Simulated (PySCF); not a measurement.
Isomers of C7H11O2P, mass 158.050 u with the commonest isotopes. Computed with PBE0/pcSseg-1 in PySCF (dipole) on a GFN2-xTB geometry, gas phase. One conformer each, none proved a minimum here; rigid rotors.

Problem. Order these by radius of gyration √(Σ m r²/M), smallest first.
A. `[CH3:1][O:2][C@H:3]1[CH:4]=[CH:5][P@@:6]([CH3:7])(=[O:8])[CH:9]=[CH:10]1` with C1–O2–C3–C4 79°, O2–C3–C4–C5 164°, C4–C5–P6–C7 85°, C5–P6–C9–C10 26°, O2–C3–C10–C9 -166°
B. `[OH:1][CH2:2][CH2:3][CH2:4][PH:5][c:6]1[cH:7][cH:8][cH:9][o:10]1` with H–O1–C2–C3 58°, O1–C2–C3–C4 176°, C2–C3–C4–P5 174°, C3–C4–P5–C6 165°, C4–P5–C6–C7 49°
C. `[CH3:1][O:2][C:3]1=[CH:4][P@@:5]([CH3:6])(=[O:7])[CH:8]=[C:9]1[CH3:10]` with C1–O2–C3–C4 -2°
D. `[CH:1]#[C:2][CH2:3][P:4]1(=[O:5])[CH2:6][CH2:7][O:8][CH2:9][CH2:10]1` with C2–C3–P4–O5 180°, C3–P4–C6–C7 -165°, P4–C6–C7–O8 63°, C6–C7–O8–C9 -70°, C7–O8–C9–C10 70°

Solution. D (2.159 Å), C (2.270 Å), A (2.328 Å), B (2.935 Å).

Problem. Order these by rotational constant C, smallest first.
A. `[OH:1][CH2:2][CH2:3][CH2:4][PH:5][c:6]1[cH:7][cH:8][cH:9][o:10]1` with H–O1–C2–C3 58°, O1–C2–C3–C4 176°, C2–C3–C4–P5 174°, C3–C4–P5–C6 165°, C4–P5–C6–C7 49°
B. `[CH3:1][CH2:2][P@@:3]([CH3:4])(=[O:5])[c:6]1[cH:7][cH:8][cH:9][o:10]1` with C1–C2–P3–C4 -72°, C2–P3–C6–C7 -124°
C. `[CH3:1][O:2][C@H:3]1[CH:4]=[CH:5][P@@:6]([CH3:7])(=[O:8])[CH:9]=[CH:10]1` with C1–O2–C3–C4 79°, O2–C3–C4–C5 164°, C4–C5–P6–C7 85°, C5–P6–C9–C10 26°, O2–C3–C10–C9 -166°
D. `[CH3:1][O:2][C:3]1=[CH:4][P@@:5]([CH3:6])(=[O:7])[CH:8]=[C:9]1[CH3:10]` with C1–O2–C3–C4 -2°
E. `[CH:1]#[C:2][CH2:3][P:4]1(=[O:5])[CH2:6][CH2:7][O:8][CH2:9][CH2:10]1` with C2–C3–P4–O5 180°, C3–P4–C6–C7 -165°, P4–C6–C7–O8 63°, C6–C7–O8–C9 -70°, C7–O8–C9–C10 70°

Solution. A (379.8 MHz), C (650.4 MHz), D (675.5 MHz), B (702.4 MHz), E (804.8 MHz).

Problem. Order these by out-of-plane moment Σ m c² = (Ia + Ib − Ic)/2, smallest first.
A. `[CH3:1][O:2][CH2:3][P:4]([CH3:5])[c:6]1[cH:7][cH:8][o:9][cH:10]1` with C1–O2–C3–P4 -177°, O2–C3–P4–C5 -53°, C3–P4–C6–C7 -105°
B. `[OH:1][CH2:2][CH2:3][CH2:4][PH:5][c:6]1[cH:7][cH:8][cH:9][o:10]1` with H–O1–C2–C3 58°, O1–C2–C3–C4 176°, C2–C3–C4–P5 174°, C3–C4–P5–C6 165°, C4–P5–C6–C7 49°
C. `[CH3:1][C:2]#[C:3][P:4]1(=[O:5])[CH2:6][CH2:7][O:8][CH2:9][CH2:10]1` with C3–P4–C6–C7 -63°, P4–C6–C7–O8 -58°, C6–C7–O8–C9 70°, C7–O8–C9–C10 -70°
D. `[CH3:1][O:2][C:3]1=[CH:4][P@@:5]([CH3:6])(=[O:7])[CH:8]=[C:9]1[CH3:10]` with C1–O2–C3–C4 -2°
E. `[CH2:1]=[CH:2][C@@H:3]1[CH2:4][P@:5]1(=[O:6])[CH2:7][C:8]([CH3:9])=[O:10]` with C1–C2–C3–C4 13°, C4–P5–C7–C8 85°, P5–C7–C8–C9 161°
F. `[CH3:1][CH2:2][P@@:3]([CH3:4])(=[O:5])[c:6]1[cH:7][cH:8][cH:9][o:10]1` with C1–C2–P3–C4 -72°, C2–P3–C6–C7 -124°
G. `[CH3:1][O:2][C@H:3]1[CH:4]=[CH:5][P@@:6]([CH3:7])(=[O:8])[CH:9]=[CH:10]1` with C1–O2–C3–C4 79°, O2–C3–C4–C5 164°, C4–C5–P6–C7 85°, C5–P6–C9–C10 26°, O2–C3–C10–C9 -166°
H. `[CH:1]#[C:2][CH2:3][P:4]1(=[O:5])[CH2:6][CH2:7][O:8][CH2:9][CH2:10]1` with C2–C3–P4–O5 180°, C3–P4–C6–C7 -165°, P4–C6–C7–O8 63°, C6–C7–O8–C9 -70°, C7–O8–C9–C10 70°

Solution. B (30.71 u·Å²), D (66.41 u·Å²), E (72.60 u·Å²), G (79.49 u·Å²), F (92.56 u·Å²), A (97.84 u·Å²), H (108.47 u·Å²), C (109.20 u·Å²).

```tsv
SMILES	point group	Ia (u·Å²)	Ib (u·Å²)	Ic (u·Å²)	κ	μa (D)	μb (D)	μc (D)
CO[C@H]1C=C[P@@](C)(=O)C=C1	C1	191.00	745.03	777.05	-0.97	4.29	0.98	2.90
COC1=C[P@@](C)(=O)C=C1C	C1	278.28	602.70	748.17	-0.71	3.85	0.05	3.21
CC[P@@](C)(=O)c1ccco1	C1	224.69	679.97	719.53	-0.95	1.59	3.13	0.94
OCCCPc1ccco1	C1	136.16	1255.97	1330.71	-0.99	0.62	0.91	0.66
COCP(C)c1ccoc1	C1	319.45	588.25	712.02	-0.66	1.39	1.10	0.62
C#CCP1(=O)CCOCC1	Cs	296.19	548.67	627.92	-0.74	1.50	2.16	0.00
CC#CP1(=O)CCOCC1	near Cs	340.05	584.94	706.59	-0.61	1.88	4.33	0.00
C=C[C@@H]1C[P@]1(=O)CC(C)=O	C1	287.27	596.83	738.91	-0.70	0.04	4.74	0.95
```
